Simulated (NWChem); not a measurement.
System: GeNH4OCl; SMILES [NH2][Ge@H]([OH])[Cl]

NWChem input:

```
start job
memory heap 200 mb stack 900 mb global 1100 mb
geometry units angstroms noautoz
  N      1.296257    -1.316502    -0.488472
  Ge    -0.015849    -0.374592     0.306045
  O     -1.519174    -1.062930    -0.309621
  Cl    -0.094086     1.738312    -0.242875
  H      2.247430    -1.106937    -0.202067
  H      1.237804    -1.386615    -1.500303
  H      0.130151    -0.422726     1.828755
  H     -2.200667    -0.390135    -0.419489
end
basis spherical
  N library def2-svpd
  Ge library def2-svpd
  O library def2-svpd
  Cl library def2-svpd
  H library def2-svpd
end
dft
  xc xpbe96 cpbe96
  iterations 150
  vectors input atomic output neutral.movecs
end
task dft energy
charge 1
dft
  odft
  mult 2
  vectors input atomic output cation.movecs
end
task dft energy
charge -1
dft
  odft
  mult 2
  vectors input atomic output anion.movecs
end
task dft energy
```

Parts of the log:

```
             Northwest Computational Chemistry Package (NWChem) 7.3.0
             --------------------------------------------------------

 C1  symmetry detected

                             Geometry "geometry" -> ""
                             -------------------------

 Output coordinates in angstroms (scale by  1.889725989 to convert to a.u.)

  No.       Tag          Charge          X              Y              Z
 ---- ---------------- ---------- -------------- -------------- --------------
    1 N                    7.0000     1.27452861    -1.34112598    -0.48681200
    2 Ge                  32.0000     0.00024848    -0.34077165     0.29777402
    3 O                    8.0000    -1.51932211    -0.87996840    -0.41847453
    4 Cl                  17.0000     0.10674645     1.79621599    -0.14238450
    5 H                    1.0000     2.22397758    -1.21992404    -0.14838604
    6 H                    1.0000     1.25932110    -1.35685188    -1.50251668
    7 H                    1.0000     0.06943175    -0.47459063     1.82079233
    8 H                    1.0000    -2.14249472    -0.15198355    -0.52264142

 Effective nuclear repulsion energy (a.u.)     388.9547789109

  pbe96 is a nonlocal functional; adding pw91lda local functional.

                                 NWChem DFT Module
                                 -----------------

 Summary of "ao basis" -> "ao basis" (spherical)
 ------------------------------------------------------------------------------
       Tag                 Description            Shells   Functions and Types
 ---------------- ------------------------------  ------  ---------------------
 N                         def2-svpd                 8       20   4s2p2d
 Ge                        def2-svpd                14       38   6s4p4d
 O                         def2-svpd                 9       23   4s3p2d
 Cl                        def2-svpd                11       27   5s4p2d
 H                         def2-svpd                 4        8   2s2p

            General Information
            -------------------
          SCF calculation type: DFT
          Wavefunction type:  closed shell.
          No. of atoms     :     8
          No. of electrons :    68
           Alpha electrons :    34
            Beta electrons :    34
          Charge           :     0
          Spin multiplicity:     1
          Use of symmetry is: off; symmetry adaption is: off
          Maximum number of iterations: 150
          AO basis - number of functions:   140
                     number of shells:    58
          Convergence on energy requested:  1.00D-06
          Convergence on density requested:  1.00D-05
          Convergence on gradient requested:  5.00D-04

              XC Information
              --------------
          PerdewBurkeErnzerhof Exchange Functional  1.000
            Perdew 1991 LDA Correlation Functional  1.000 local
           PerdewBurkeErnz. Correlation Functional  1.000 non-local

             Grid Information
             ----------------
          Grid used for XC integration:  medium
          Radial quadrature: Mura-Knowles
          Angular quadrature: Lebedev.
          Tag              B.-S. Rad. Rad. Pts. Rad. Cut. Ang. Pts.
          ---              ---------- --------- --------- ---------
          N                   0.65       49          12.0       434
          Ge                  1.25      112          11.0       590
          O                   0.60       49          12.0       434
          Cl                  1.00       88          11.0       590
          H                   0.35       45          12.0       434
          Grid pruning is: on
          Number of quadrature shells:   478
          Spatial weights used:  Erf1

      Superposition of Atomic Density Guess
      -------------------------------------

 Sum of atomic energies:       -2665.30917074

      Non-variational initial energy
      ------------------------------

 Total energy =   -2666.551338
 1-e energy   =   -4483.566057
 2-e energy   =    1428.059940
 HOMO         =      -0.361680
 LUMO         =       0.021369

   convergence    iter        energy       DeltaE   RMS-Dens  Diis-err
 ---------------- ----- ----------------- --------- --------- ---------
 d= 0,ls=0.0,diis     1  -2668.4252000540 -3.06D+03  1.93D-02  1.01D+00
 d= 0,ls=0.0,diis     2  -2668.1571010582  2.68D-01  1.12D-02  3.48D+00
 d= 0,ls=0.0,diis     3  -2668.5195870537 -3.62D-01  2.87D-03  1.72D-01
 d= 0,ls=0.0,diis     4  -2668.5311956539 -1.16D-02  1.59D-03  4.06D-02
 d= 0,ls=0.0,diis     5  -2668.5363396634 -5.14D-03  3.84D-04  4.46D-03
  Resetting Diis
 d= 0,ls=0.0,diis     6  -2668.5366934471 -3.54D-04  1.52D-04  3.47D-04
 d= 0,ls=0.0,diis     7  -2668.5367287585 -3.53D-05  1.45D-04  5.47D-05
 d= 0,ls=0.0,diis     8  -2668.5367070607  2.17D-05  1.01D-04  2.34D-04
 d= 0,ls=0.0,diis     9  -2668.5367348804 -2.78D-05  7.67D-06  2.21D-06
 d= 0,ls=0.0,diis    10  -2668.5367350417 -1.61D-07  1.62D-06  2.95D-08

         Total DFT energy =    -2668.536735041735
      One electron energy =    -4484.516707409961
           Coulomb energy =     1550.660790075313
    Exchange-Corr. energy =     -123.635596617964
 Nuclear repulsion energy =      388.954778910876

 Numeric. integr. density =       67.999998784762

                       DFT Final Molecular Orbital Analysis
                       ------------------------------------

 Vector   32  Occ=2.000000D+00  E=-2.790064D-01
              MO Center= -6.0D-02,  1.4D+00, -7.7D-02, r^2= 2.5D+00
   Bfn.  Coefficient  Atom+Function         Bfn.  Coefficient  Atom+Function
  ----- ------------  ---------------      ----- ------------  ---------------
    95      0.500686  4 Cl pz                92      0.392063  4 Cl pz
    93      0.241193  4 Cl px                89      0.226474  4 Cl pz
    90      0.189327  4 Cl px                64      0.172721  3 O  py
   125     -0.121724  7 H  s                 63      0.120850  3 O  px
    67      0.120152  3 O  py                94      0.112810  4 Cl py

 Vector   33  Occ=2.000000D+00  E=-2.771693D-01
              MO Center= -1.0D+00, -5.3D-01, -1.1D-01, r^2= 2.7D+00
   Bfn.  Coefficient  Atom+Function         Bfn.  Coefficient  Atom+Function
  ----- ------------  ---------------      ----- ------------  ---------------
    65      0.479327  3 O  pz                68      0.333119  3 O  pz
    63     -0.208201  3 O  px               125     -0.196452  7 H  s
    94     -0.145863  4 Cl py                66     -0.141253  3 O  px
    25     -0.132244  2 Ge s                 64     -0.131504  3 O  py
    93     -0.121346  4 Cl px                91     -0.109676  4 Cl py

 Vector   34  Occ=2.000000D+00  E=-2.467304D-01
              MO Center=  1.0D+00, -9.4D-01, -4.0D-01, r^2= 2.6D+00
   Bfn.  Coefficient  Atom+Function         Bfn.  Coefficient  Atom+Function
  ----- ------------  ---------------      ----- ------------  ---------------
     6      0.510050  1 N  py                 4      0.406254  1 N  s
     9     -0.338869  1 N  py                25     -0.261537  2 Ge s
    93      0.174414  4 Cl px                94     -0.173948  4 Cl py
    91     -0.143058  4 Cl py                26      0.136084  2 Ge s
   118     -0.136744  6 H  s                 90      0.130795  4 Cl px

 Vector   35  Occ=0.000000D+00  E=-3.874175D-02
              MO Center= -1.3D-01,  2.4D-01,  2.4D-02, r^2= 6.1D+00
   Bfn.  Coefficient  Atom+Function         Bfn.  Coefficient  Atom+Function
  ----- ------------  ---------------      ----- ------------  ---------------
     4      0.646406  1 N  s                 26      0.633050  2 Ge s
    24      0.615702  2 Ge s                 25      0.477909  2 Ge s
   118     -0.386921  6 H  s                 38     -0.381768  2 Ge pz
    94      0.352452  4 Cl py                23     -0.332320  2 Ge s
    85     -0.324584  4 Cl s                 97      0.324694  4 Cl py

 Vector   36  Occ=0.000000D+00  E=-1.892621D-02
              MO Center= -9.0D-01, -2.0D-01,  3.0D-01, r^2= 6.1D+00
   Bfn.  Coefficient  Atom+Function         Bfn.  Coefficient  Atom+Function
  ----- ------------  ---------------      ----- ------------  ---------------
    26      1.611075  2 Ge s                  4     -1.209181  1 N  s
    69     -0.551702  3 O  px               110      0.546021  5 H  s
    86     -0.539815  4 Cl s                 38     -0.484845  2 Ge pz
    37     -0.381681  2 Ge py                36     -0.302534  2 Ge px
    62     -0.296314  3 O  s                 57      0.289673  2 Ge d  1

 Vector   37  Occ=0.000000D+00  E=-1.449440D-02
              MO Center=  1.3D+00, -7.1D-01,  1.3D-01, r^2= 6.7D+00
   Bfn.  Coefficient  Atom+Function         Bfn.  Coefficient  Atom+Function
  ----- ------------  ---------------      ----- ------------  ---------------
    26      2.232330  2 Ge s                 62     -1.230728  3 O  s
     4      1.174810  1 N  s                 25     -1.132361  2 Ge s
   110     -0.500302  5 H  s                 38     -0.395137  2 Ge pz
   114      0.361187  5 H  px                86     -0.341204  4 Cl s
   118     -0.333040  6 H  s                124     -0.298762  6 H  pz

     Multipole analysis of the density
     ---------------------------------

     L   x y z        total         alpha         beta         nuclear
     -   - - -        -----         -----         ----         -------
     0   0 0 0      0.000000    -34.000000    -34.000000     68.000000

     1   1 0 0      0.384543      0.192271      0.192271     -0.000000
     1   0 1 0     -0.161305     -0.080652     -0.080652     -0.000000
     1   0 0 1      0.055846      0.027923      0.027923     -0.000000

     2   2 0 0    -28.272393    -87.625957    -87.625957    146.979520
     2   1 1 0     -2.907099      2.370594      2.370594     -7.648288
     2   1 0 1     -0.493823      0.625869      0.625869     -1.745561
     2   0 2 0    -37.024547   -163.010671   -163.010671    288.996795
     2   0 1 1      0.036436     -2.403254     -2.403254      4.842943
     2   0 0 2    -30.635992    -36.940699    -36.940699     43.245407

                                 NWChem DFT Module
                                 -----------------

            General Information
            -------------------
          SCF calculation type: DFT
          Wavefunction type:  spin polarized.
          No. of atoms     :     8
          No. of electrons :    67
           Alpha electrons :    34
            Beta electrons :    33
          Charge           :     1
          Spin multiplicity:     2
          Use of symmetry is: off; symmetry adaption is: off
          Maximum number of iterations: 150
          AO basis - number of functions:   140
                     number of shells:    58
          Convergence on energy requested:  1.00D-06
          Convergence on density requested:  1.00D-05
          Convergence on gradient requested:  5.00D-04

              XC Information
              --------------
          PerdewBurkeErnzerhof Exchange Functional  1.000
            Perdew 1991 LDA Correlation Functional  1.000 local
           PerdewBurkeErnz. Correlation Functional  1.000 non-local

             Grid Information
             ----------------
          Grid used for XC integration:  medium
          Radial quadrature: Mura-Knowles
          Angular quadrature: Lebedev.
          Tag              B.-S. Rad. Rad. Pts. Rad. Cut. Ang. Pts.
          ---              ---------- --------- --------- ---------
          N                   0.65       49          12.0       434
          Ge                  1.25      112          11.0       590
          O                   0.60       49          12.0       434
          Cl                  1.00       88          11.0       590
          H                   0.35       45          12.0       434
          Grid pruning is: on
          Number of quadrature shells:   478
          Spatial weights used:  Erf1

      Superposition of Atomic Density Guess
      -------------------------------------

 Sum of atomic energies:       -2665.30917074

 Renormalizing density from      68.00 to     67

      Non-variational initial energy
      ------------------------------

 Total energy =   -2642.309468
 1-e energy   =   -4417.631262
 2-e energy   =    1386.367014
 HOMO         =      -0.640899
 LUMO         =      -0.283752

[...]
```

Level: PBE/def2-SVPD, vertical spin-unrestricted ions. Structure relaxed at the PBE0/def2-SVP level.
